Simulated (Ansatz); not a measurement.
C$_{2}$H$_{10}$BN$_{3}$, SMILES `CN(C)B(N)N`, relaxed with RKS PBE-D4/def2-SVP in Ansatz from a rough embedded geometry. The force threshold is 0.03 eV/Å; the program also tests the step.

Charge 0, multiplicity 1.

Start:

```xyz
16

C     1.374   -1.020   -0.184
N     0.305   -0.354    0.585
C    -0.767   -1.289    0.809
B    -0.299    0.870   -0.068
N    -0.127    2.263    0.616
N    -0.967    0.824   -1.460
H     1.798   -1.837    0.340
H     2.144   -0.246   -0.394
H     0.969   -1.368   -1.233
H    -1.574   -0.882    1.437
H    -1.228   -1.675   -0.160
H    -0.408   -2.224    1.361
H    -0.585    2.204    1.503
H     0.895    2.427    0.744
H    -0.226    0.535   -2.158
H    -1.304    1.772   -1.737
```

(1) How much energy does the relaxation release, and in how many steps? (Estimate.)

(2) Which bonds change most? (An estimate is asked.)

(3) Give the relaxed structure. (Best estimate.)

## Answers

(1) Ansatz gave: 2.10 eV, in 17 steps, 1 of them rejected.

(2) Computed: B4–N5 from 1.561 to 1.441 Å; B4–N6 from 1.545 to 1.441 Å; N2–B4 from 1.513 to 1.447 Å; C1–H9 from 1.178 to 1.119 Å.

(3) The calculation gave: 
```xyz
16

C     0.986   -1.314   -0.653
N     0.078   -0.487    0.105
C    -0.616   -1.185    1.160
B    -0.134    0.915   -0.184
N    -0.789    1.757    0.786
N     0.311    1.465   -1.439
H     1.693   -1.864    0.015
H     1.599   -0.691   -1.332
H     0.463   -2.091   -1.266
H    -1.398   -0.537    1.601
H    -1.127   -2.103    0.779
H     0.065   -1.522    1.982
H    -0.726    1.570    1.785
H    -0.993    2.734    0.587
H     0.368    0.896   -2.282
H     0.220    2.457   -1.646
```
